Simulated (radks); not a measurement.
Results of a calculation; reference values are marked as such.
Task: These are the eigenvalues of the occupied orbitals of an atom or ion with whole-number occupations (hartree). Level of theory: scalar-relativistic Kohn-Sham, PBE, spin-polarised, spherical densities, finite nucleus; Fermi nuclear charge, rms radius of each element as measured or else 0.836 A^(1/3) + 0.57 fm (a radial shooting solver on a logarithmic mesh with Libxc functionals).

orbital  eigenvalue
1s up     -211.9131
1s down   -211.7861
2s up     -35.18717
2s down   -34.97265
2p up     -31.82837
2p down   -31.57473
3s up     -12.28906
3s down   -12.25762

Which element is it, and in what charge state? The configuration may be excited. Open shells, if any, are filled with parallel spins first.

Result: Z = 23, vanadium, charge +12: V12+ in [He] 2s2 2p5 3s2. The list shows which subshells hold electrons but not how many an open one holds; the 1s level, -211.91 hartree, gives Z - s = 20.6 by -(Z - s)^2/2, which with screening and relativity narrows Z to a few neighbours, and the depths of the outer levels then fix element, charge and occupations together.
